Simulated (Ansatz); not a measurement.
An input meant for In₅As₄H₁₆⁻, a cluster cut from zinc blende InAs (hydrogen-capped) (charge -1, singlet).

```yaml
crystal:
  periodic: [false, false, false]
  atoms:
    - {symbol: In, position_ang: [0.269083, -3.353706, -0.186135]}
    - {symbol: In, position_ang: [0.264967, -0.186133, -3.353642]}
    - {symbol: In, position_ang: [-2.903481, -0.002640, 0.000233]}
    - {symbol: In, position_ang: [0.263724, 0.184058, 3.355399]}
    - {symbol: In, position_ang: [0.261044, 3.353530, 0.186669]}
    - {symbol: As, position_ang: [-1.135922, -1.457754, -1.455917]}
    - {symbol: As, position_ang: [1.388604, -1.640078, 1.641770]}
    - {symbol: As, position_ang: [1.383224, 1.644730, -1.643085]}
    - {symbol: As, position_ang: [-1.138780, 1.454063, 1.457258]}
    - {symbol: H, position_ang: [1.595059, -3.958736, -1.162971]}
    - {symbol: H, position_ang: [-0.765949, -4.400084, 0.765292]}
    - {symbol: H, position_ang: [1.591604, -1.161043, -3.960337]}
    - {symbol: H, position_ang: [-0.773681, 0.762542, -4.399053]}
    - {symbol: H, position_ang: [-3.740969, -1.094622, 1.088420]}
    - {symbol: H, position_ang: [-3.740676, 1.086045, -1.091453]}
    - {symbol: H, position_ang: [-0.771149, -0.771366, 4.398042]}
    - {symbol: H, position_ang: [1.585685, 1.163659, 3.964353]}
    - {symbol: H, position_ang: [-0.776453, 4.397310, -0.764921]}
    - {symbol: H, position_ang: [1.585034, 3.961617, 1.164120]}
    - {symbol: H, position_ang: [-2.069571, -2.320962, -2.316648]}
    - {symbol: H, position_ang: [2.414665, -2.447539, 2.448007]}
    - {symbol: H, position_ang: [2.443829, -0.851411, 0.862755]}
    - {symbol: H, position_ang: [2.401728, 2.455835, -2.455282]}
    - {symbol: H, position_ang: [2.445238, 0.869729, -0.860460]}
    - {symbol: H, position_ang: [-2.076868, 2.312954, 2.317576]}
basis:
  gaussian: {orbitals: def2-mTZVP}
total_charge: -1
magnetization: {spin_polarized: true, initial_magnetization: 0}
hamiltonian: {xc: {name: HF}}
correlation: {active_space: {window: {electrons: 3, orbitals: 2}}}
output: {forces: true}
```

```sh
$ ansatz run in.yaml --threads 2 --pin off --events-out ev --progress --plain --max-ram 31744MiB --backend cuda --devices 0, --max-vram 18GiB
```

Predict how Ansatz answers.

The program refused the input.
```
Error: invalid value for `correlation.active_space`: it starts from restricted Hartree–Fock orbitals; set hamiltonian.xc: hf without magnetization.spin_polarized
```
